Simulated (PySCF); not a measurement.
Sc³⁺ (scandium, charge +3) across methods

[Ar], closed-shell 1S. Calculation: PySCF 2.14, in aug-cc-pwCVTZ-DK with one added diffuse shell each of s, p, d, f, g type (11s10p8d5f4g, 152 functions); scalar relativity by spin-free X2C-1e.

```json
{"method": "r2SCAN", "E (hartree)": "-762.513", "mean ε 2p (eV)": "-425.68", "mean ε 3s (eV)": "-88.248", "mean ε 3p (eV)": "-65.417", "Σ⟨r²⟩ (bohr²)": "12.48", "⟨S²⟩": "0.000"}
{"method": "PBE", "E (hartree)": "-762.316", "mean ε 2p (eV)": "-421.28", "mean ε 3s (eV)": "-86.418", "mean ε 3p (eV)": "-64.600", "Σ⟨r²⟩ (bohr²)": "12.50", "⟨S²⟩": "0.000"}
{"method": "LDA", "E (hartree)": "-760.545", "mean ε 2p (eV)": "-421.13", "mean ε 3s (eV)": "-86.187", "mean ε 3p (eV)": "-64.639", "Σ⟨r²⟩ (bohr²)": "12.53", "⟨S²⟩": "0.000"}
{"method": "UHF", "E (hartree)": "-761.76206", "mean ε 2p (eV)": "-459.85", "mean ε 3s (eV)": "-101.75", "mean ε 3p (eV)": "-73.626", "Σ⟨r²⟩ (bohr²)": "12.53", "⟨S²⟩": "0.000"}
```

(1) Estimate the same row for PBE0.

Results:

(1) E (hartree) = -762.365; mean ε 2p (eV) = -431.23; mean ε 3s (eV) = -90.596; mean ε 3p (eV) = -67.191; Σ⟨r²⟩ (bohr²) = 12.49; ⟨S²⟩ = 0.000.
